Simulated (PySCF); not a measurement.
Work out the structure from these simulated measurements.

Formula: C3H9Sb.

* Triplet: lowest triplet excitation (Tamm–Dancoff): 4.63 eV [TDA PBE0/def2-SVPD]
* Rotational structure: rotational constants A, B, C: 3.728, 3.718, 2.977 GHz [PBE0-D3(BJ)/def2-SVP]
* Dipole: 0.61 D [PBE0/def2-SVPD]
* Polarisability: 84.8 au [PBE0/def2-SVPD]
* UV, first state: lowest singlet excitation: 5.72 eV (217 nm, f = 0.296 summed over 2 states within 0.01 eV) [TDDFT PBE0/def2-SVPD]
* 13C NMR: chemical shifts (computed TMS as zero) by class: 8.7 (3 C) ppm [GIAO B3LYP/pcSseg-1 (def2-TZVP on Sb)]
* 1H NMR: chemical shifts (computed TMS as zero) by class: 0.57 (9 H) ppm [GIAO B3LYP/pcSseg-1 (def2-TZVP on Sb)]

Gas-phase values; electronic properties from PySCF, density fitting. Levels stand in brackets. Isolated species at its PBE0-D3(BJ)/def2-SVP geometry, gas phase. Atoms past krypton carry effective core potentials; spin–orbit coupling is left out. NMR values are class means; diastereotopic atoms form classes of their own.

Question: What is the compound? Reason from the data.

Answer: 3 carbons fall into 1 class: carbon bonded to Sb and 3 H (8.7 ppm, 3 C). All hydrogens form one class (0.57 ppm): hydrogen on carbon. By its constants the optimised geometry is a nearly oblate symmetric top. Structure: SbMe3 (`[CH3][Sb]([CH3])[CH3]`). Computed isomers that give other values at the same levels: `[H][Sb]([H])[CH](C)C` (rotational constant A: 7.369 GHz; this holds for the one conformer computed). The assignments are read from this structure; whether some other isomer fits the data as well wasn't checked. NMR values of atoms bound to Sb lack the spin–orbit term that these neighbours bring.
